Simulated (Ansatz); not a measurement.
Steps of a relaxation of C2H7AlBClO with RKS PBE-D4/def2-SVP.

```sh
$ ansatz run in.yaml --threads 2 --pin off --events-out ev --progress --plain --max-ram 20480MiB --backend cpu
```

```yaml
crystal:
  periodic: [false, false, false]
  atoms:
    - {symbol: C, position_ang: [-0.565600, -1.842600, -0.926800]}
    - {symbol: Al, position_ang: [-0.385600, -1.037400, 0.885500]}
    - {symbol: C, position_ang: [0.442400, 0.752400, 1.119600]}
    - {symbol: Cl, position_ang: [-0.594200, 1.861400, 1.934200]}
    - {symbol: B, position_ang: [0.921700, 1.354700, -0.283600]}
    - {symbol: O, position_ang: [-0.072700, 1.680600, -1.296900]}
    - {symbol: H, position_ang: [-1.218900, -1.114800, -1.541400]}
    - {symbol: H, position_ang: [-1.065300, -2.773200, -0.871500]}
    - {symbol: H, position_ang: [0.382900, -1.891600, -1.378300]}
    - {symbol: H, position_ang: [-0.888200, -1.850600, 2.183100]}
    - {symbol: H, position_ang: [1.359900, 0.624600, 1.798100]}
    - {symbol: H, position_ang: [2.083500, 1.569200, -0.464200]}
    - {symbol: H, position_ang: [-0.379400, 2.632600, -1.142700]}
basis:
  gaussian: {orbitals: def2-SVP}
hamiltonian: {xc: pbe, dispersion: d4}
relax: {f_tol: 0.03, max_steps: 200}
```

Positions (Å) and forces (eV/Å) along the path, 11 of 19 steps:

```xyz
13
step=1 energy=-24006.5035 eV
C    -0.566   -1.843   -0.927   -1.860    2.898    0.916
Al   -0.386   -1.037    0.885   -0.290   -0.438   -0.283
C     0.442    0.752    1.120    2.940   -0.987   -0.940
Cl   -0.594    1.861    1.934   -1.768    1.319    0.931
B     0.922    1.355   -0.284   -2.374    0.257   -0.271
O    -0.073    1.681   -1.297    1.058    1.160    1.802
H    -1.219   -1.115   -1.541    0.772   -0.750    0.543
H    -1.065   -2.773   -0.872   -0.669   -1.705   -0.084
H     0.383   -1.892   -1.378    1.839   -0.286   -1.129
H    -0.888   -1.851    2.183    0.023    0.167   -0.004
H     1.360    0.625    1.798   -0.695   -0.021   -0.639
H     2.083    1.569   -0.464    0.642   -0.105   -0.457
H    -0.379    2.633   -1.143    0.382   -1.511   -0.385
13
step=2 energy=-24006.9771 eV
C    -0.565   -1.807   -0.924   -0.552    0.970    0.433
Al   -0.352   -1.031    0.882   -0.177   -0.160   -0.185
C     0.487    0.762    1.144    1.732    0.155   -0.648
Cl   -0.749    1.772    1.926   -0.964    0.324    0.527
B     0.910    1.406   -0.236   -0.592   -1.099   -0.644
O    -0.083    1.669   -1.216    0.646    1.133    1.065
H    -1.196   -1.091   -1.518    0.231   -0.220    0.140
H    -1.078   -2.771   -0.896   -0.100   -0.486   -0.095
H     0.395   -1.877   -1.445    0.424   -0.155   -0.288
H    -0.867   -1.767    2.215    0.034    0.077   -0.042
H     1.374    0.662    1.828   -0.389    0.108   -0.103
H     2.104    1.419   -0.584   -0.299    0.106    0.113
H    -0.357    2.620   -1.162    0.007   -0.753   -0.273
13
step=6 energy=-24007.6835 eV
C    -0.623   -1.667   -0.879   -0.094    0.093   -0.120
Al   -0.326   -0.948    0.919    0.033   -0.058    0.142
C     0.643    0.828    1.075   -0.108    0.038    0.648
Cl   -1.148    1.293    1.631    0.267    0.090   -0.207
B     0.999    1.294   -0.336   -0.153    0.054   -0.297
O     0.138    1.823   -1.273   -0.717    1.978    0.928
H    -1.200   -0.963   -1.520    0.055   -0.067    0.048
H    -1.142   -2.645   -0.876   -0.069    0.003    0.020
H     0.355   -1.818   -1.387    0.000    0.036    0.031
H    -0.633   -1.730    2.285    0.141   -0.002   -0.068
H     1.317    0.940    1.963   -0.326    0.006   -0.386
H     2.136    1.017   -0.708   -0.095   -0.119   -0.060
H    -0.495    2.540   -0.878    1.067   -2.050   -0.679
13
step=8 energy=-24007.9862 eV
C    -0.671   -1.596   -0.865   -0.145    0.104   -0.043
Al   -0.344   -0.927    0.949    0.336   -0.376    0.060
C     0.581    0.837    1.090   -0.006    0.021    0.078
Cl   -1.199    1.371    1.507   -0.043    0.011   -0.110
B     1.043    1.257   -0.315    0.061    0.281   -0.225
O     0.283    1.882   -1.259   -0.471    0.219    0.218
H    -1.189   -0.845   -1.496   -0.017   -0.006   -0.066
H    -1.236   -2.548   -0.919   -0.023    0.029    0.041
H     0.320   -1.767   -1.343   -0.015   -0.002    0.043
H    -0.327   -1.844    2.257   -0.151    0.076    0.056
H     1.183    1.015    1.998    0.031   -0.030   -0.073
H     2.157    0.928   -0.696    0.022   -0.040    0.148
H    -0.581    2.202   -0.893    0.422   -0.287   -0.127
13
step=10 energy=-24008.0499 eV
C    -0.705   -1.601   -0.862    0.085   -0.114   -0.066
Al   -0.247   -0.993    0.947   -0.087   -0.073    0.082
C     0.612    0.813    1.061   -0.061   -0.027   -0.005
Cl   -1.194    1.310    1.417    0.000   -0.025   -0.035
B     1.089    1.329   -0.316    0.158    0.121    0.019
O     0.291    1.929   -1.238   -0.739   -0.062    0.188
H    -1.137   -0.789   -1.485    0.033   -0.031    0.028
H    -1.379   -2.485   -0.916    0.086    0.141    0.052
H     0.261   -1.888   -1.348   -0.167    0.006   -0.007
H    -0.368   -1.839    2.301    0.012    0.027   -0.050
H     1.185    1.042    1.978    0.027   -0.021   -0.032
H     2.254    1.114   -0.637   -0.101    0.063    0.032
H    -0.640    2.022   -0.887    0.754   -0.005   -0.208
13
step=11 energy=-24008.0683 eV
C    -0.705   -1.616   -0.862    0.067   -0.097   -0.063
Al   -0.236   -1.004    0.941   -0.031    0.014    0.007
C     0.617    0.811    1.055   -0.046    0.031    0.003
Cl   -1.198    1.291    1.397   -0.011   -0.029    0.003
B     1.098    1.363   -0.309    0.073   -0.083   -0.044
O     0.284    1.922   -1.244   -0.194    0.047    0.135
H    -1.108   -0.792   -1.488    0.018   -0.017    0.021
H    -1.424   -2.464   -0.889    0.055    0.089    0.023
H     0.232   -1.960   -1.365   -0.133    0.018    0.036
H    -0.364   -1.841    2.297    0.019    0.013   -0.019
H     1.181    1.040    1.977    0.007   -0.009   -0.003
H     2.269    1.180   -0.616   -0.054    0.060    0.006
H    -0.626    2.035   -0.876    0.229   -0.038   -0.103
13
step=12 energy=-24008.0757 eV
C    -0.711   -1.663   -0.859   -0.009   -0.056   -0.129
Al   -0.204   -1.023    0.923   -0.019    0.045    0.004
C     0.603    0.814    1.038   -0.029   -0.051   -0.045
Cl   -1.227    1.246    1.371    0.054   -0.022   -0.017
B     1.104    1.408   -0.302   -0.112    0.077    0.027
O     0.308    2.011   -1.228    0.049   -0.086    0.053
H    -1.012   -0.810   -1.510    0.018   -0.119    0.049
H    -1.536   -2.412   -0.845    0.142    0.144   -0.014
H     0.168   -2.144   -1.355   -0.158    0.056    0.083
H    -0.299   -1.848    2.286    0.018   -0.010    0.007
H     1.155    1.027    1.972   -0.014    0.021   -0.009
H     2.279    1.263   -0.589    0.079   -0.001   -0.018
H    -0.608    2.094   -0.888   -0.018    0.003    0.009
13
step=14 energy=-24008.0826 eV
C    -0.718   -1.648   -0.862    0.012   -0.002    0.001
Al   -0.192   -1.019    0.918   -0.001   -0.010   -0.011
C     0.611    0.818    1.043    0.017   -0.018   -0.027
Cl   -1.228    1.215    1.362   -0.014    0.025    0.005
B     1.110    1.424   -0.291   -0.022    0.006    0.012
O     0.301    1.978   -1.233    0.023   -0.010   -0.006
H    -0.957   -0.800   -1.536    0.005    0.008   -0.012
H    -1.589   -2.334   -0.840   -0.012    0.004    0.007
H     0.121   -2.205   -1.336   -0.003   -0.005    0.005
H    -0.261   -1.860    2.273    0.011   -0.011    0.005
H     1.148    1.041    1.982    0.001    0.010    0.016
H     2.297    1.325   -0.563    0.004    0.002    0.003
H    -0.621    2.029   -0.903   -0.020    0.001    0.002
13
step=15 energy=-24008.0835 eV
C    -0.720   -1.643   -0.864   -0.027   -0.112   -0.133
Al   -0.175   -1.021    0.913    0.018   -0.036   -0.008
C     0.612    0.823    1.046    0.020    0.005   -0.005
Cl   -1.235    1.192    1.357   -0.032    0.030    0.013
B     1.109    1.442   -0.283    0.007   -0.025    0.004
O     0.295    1.968   -1.236   -0.047    0.012    0.005
H    -0.873   -0.791   -1.566    0.023   -0.122    0.074
H    -1.657   -2.248   -0.834    0.163    0.114   -0.017
H     0.072   -2.296   -1.308   -0.158    0.123    0.075
H    -0.211   -1.880    2.259    0.001    0.002   -0.003
H     1.138    1.051    1.990    0.001    0.004    0.003
H     2.301    1.373   -0.541   -0.022    0.006    0.004
H    -0.635    1.996   -0.919    0.053   -0.002   -0.013
13
step=16 energy=-24008.0854 eV
C    -0.718   -1.643   -0.864    0.001   -0.031   -0.036
Al   -0.172   -1.023    0.914    0.000   -0.015   -0.008
C     0.610    0.823    1.046    0.009   -0.008   -0.006
Cl   -1.236    1.196    1.361   -0.006    0.012    0.002
B     1.105    1.436   -0.285    0.009    0.031    0.026
O     0.291    1.968   -1.236    0.021   -0.004   -0.017
H    -0.859   -0.796   -1.568    0.007   -0.025    0.019
H    -1.657   -2.237   -0.838    0.037    0.030   -0.001
H     0.067   -2.301   -1.302   -0.041    0.025    0.020
H    -0.211   -1.883    2.259    0.004    0.000   -0.002
H     1.139    1.053    1.988   -0.001    0.004    0.000
H     2.298    1.372   -0.543   -0.017   -0.014   -0.004
H    -0.636    1.999   -0.917   -0.021   -0.003    0.006
13
step=19 energy=-24008.0867 eV
C    -0.710   -1.642   -0.868    0.003   -0.012   -0.022
Al   -0.155   -1.026    0.908    0.004   -0.001    0.004
C     0.606    0.828    1.050    0.000    0.010    0.003
Cl   -1.242    1.186    1.366   -0.001   -0.006    0.002
B     1.095    1.447   -0.280    0.018   -0.007   -0.015
O     0.276    1.965   -1.234   -0.004    0.002    0.004
H    -0.759   -0.805   -1.596   -0.002   -0.016    0.012
H    -1.700   -2.144   -0.846    0.015    0.010   -0.002
H     0.015   -2.384   -1.269   -0.020    0.017    0.009
H    -0.176   -1.896    2.247   -0.002    0.001    0.000
H     1.135    1.062    1.992   -0.003   -0.003    0.002
H     2.287    1.387   -0.541   -0.008    0.004    0.004
H    -0.652    1.987   -0.916    0.001    0.001   -0.002
```

Run time 46 s (2 threads of an AMD EPYC 7R13 on a shared host); peak host memory 0.22 GiB.
